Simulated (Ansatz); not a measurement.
Li₄S₂⁺, relaxed as a doublet with UKS PBE-D4/def2-TZVP in Ansatz, starting from the GFN2-xTB geometry. Force threshold 0.02 eV/Å.

The structure comes from a short search, and lower isomers may exist.

Start:

```xyz
6

Li    0.6676    0.0833    4.0313
Li   -0.6701   -0.1102   -4.0317
Li    1.3328    0.1562   -0.2194
Li   -1.3323   -0.1339    0.2196
S     0.3071    0.0279    1.8810
S    -0.3051   -0.0233   -1.8808
```

| step | energy (eV) | largest force component (eV/Å) | SCF passes |
| --- | --- | --- | --- |
| 1 | -22478.4061 | 0.391 | 30 |
| 2 | -22478.4329 | 0.134 | 20 |
| 3 | -22478.4406 | 0.039 | 18 |
| 4 | -22478.4412 | 0.003 | 19 |

Force components are those of the run's own axes.

End:

```csv
atom,x (Å),y (Å),z (Å)
Li1,0.654,0.074,3.951
Li2,-0.653,-0.103,-3.951
Li3,1.352,0.158,-0.226
Li4,-1.354,-0.137,0.225
S5,0.295,0.043,1.796
S6,-0.295,-0.035,-1.797
```

By distances, no bond broke or formed. The bond that changes most is Li3–S5, from 2.34 to 2.28 Å (atoms count from 1).

No frequencies were taken in this run, so the end may be a saddle point.

Run time 4.9 s (4 threads of Arm Neoverse V1 on a shared host).
